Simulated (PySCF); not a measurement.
## Complete the spectrum of C5H8N2

Compound: C5H8N2.
InChI=1S/C5H8N2/c1-2-5-3-6-7-4-5/h2-3,5,7H,1,4H2/t5-/m1/s1

Computed with TDDFT wB97X-D/def2-SVPD, vertical, gas phase, core orbitals frozen in the response (PySCF). Isolated species at its GFN2-xTB geometry (one conformer only).

Orbital energies (eV): HOMO-3 -11.97, HOMO-2 -10.29, HOMO-1 -9.38, HOMO -8.00, LUMO 1.51, LUMO+1 2.42, LUMO+2 2.73.

Lowest singlets, with some entries withheld (?).

```tsv
state	λ (nm)	f	main configurations (H = HOMO, L = LUMO)
S1	232.0	0.095	H→L (92%)
S2	?	?	?
S3	200.3	?	H→L+1 (54%), H→L+3 (22%), H→L+4 (10%)
S4	188.1	0.070	H→L+2 (67%), H→L+1 (15%)
S5	177.4	?	?
S6	169.3	0.314	?
S7	?	0.032	H→L+4 (42%), H→L+5 (27%), H→L+6 (10%)
S8	163.4	0.0078	H→L+5 (48%), H→L+6 (39%)
```

(1) Fill in the withheld entries.

(2) Where do the lowest triplets lie (Tamm–Dancoff)?

(3) What is the mean static polarisability from the same response equations?

(4) How far apart are S4 and S8, in eV and cm⁻¹?

## Answers

(1) 
- S2: λ = 202.1 nm; f = 0.034; H-1→L (50%), H-2→L (18%), H-1→L+2 (11%)
- S3: f = 0.0051
- S5: f = 0.0052; H→L+3 (40%), H→L+4 (28%), H→L+6 (13%)
- S6: H-2→L (44%), H-1→L (40%)
- S7: λ = 166.8 nm

(2) T1 3.73 eV, H→L (60%), H→L+2 (26%); T2 4.56 eV, H-1→L (63%), H-2→L (11%), H-1→L+2 (9%); T3 5.34 eV, H-2→L (40%), H-1→L+2 (23%), H-1→L (14%). E(S1) − E(T1) = +1.62 eV.

(3) 73.3 au (10.86 Å³), with principal values 56.7, 66.2 and 96.9 au.

(4) 7.587 − 6.590 = 0.997 eV, or about 8030 cm⁻¹.

On an Intel Xeon at 2.50 GHz with one thread (shared host), this took 2.4 min wall, 83 s CPU and 0.85 GiB of memory at its peak.
